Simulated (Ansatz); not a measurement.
`[SiH3][SiH2][TeH]` + H–F → `F[SiH2][TeH]` + SiH₄  (cleavage of the Si–Si bond)

Computed with Ansatz on PBE0-D4/def2-TZVP structures; ΔE is electronic, products minus reactants. CCSD(T)/CBS is the MP2 limit (def2-TZVPP, def2-QZVPP) plus CCSD(T) − MP2 in def2-TZVPP, frozen cores. This one scheme is used for every species. DFT in def2-TZVPP. Elements past krypton have def2 core potentials. For Te outer-core shells are correlated without core-valence functions, which leaves a few kJ/mol of doubt a bond.

```tsv
level	ΔE (kcal/mol)
LDA (SPW92)	-26.4
B97M-V	-30.9
BLYP	-32.9
MP2/def2-SVP	-29.7
```

Problem. What does CCSD(T)/CBS give? (An estimate is asked.)

Solution. Ansatz gave: -29.1 kcal/mol. The listed levels differ from it by 2.7, -1.8, -3.8, -0.6 kcal/mol.

Largest T1 diagnostic among the species: 0.012.

In def2-TZVPP, CCSD(T) changes the Hartree–Fock value by +7.5 kcal/mol (the triples alone add +1.0 kcal/mol) and MP2 by +6.7 kcal/mol. From BLYP to BHLYP (50 % exact exchange), in def2-TZVPP and without D4, ΔE moves by −1.6 kcal/mol.
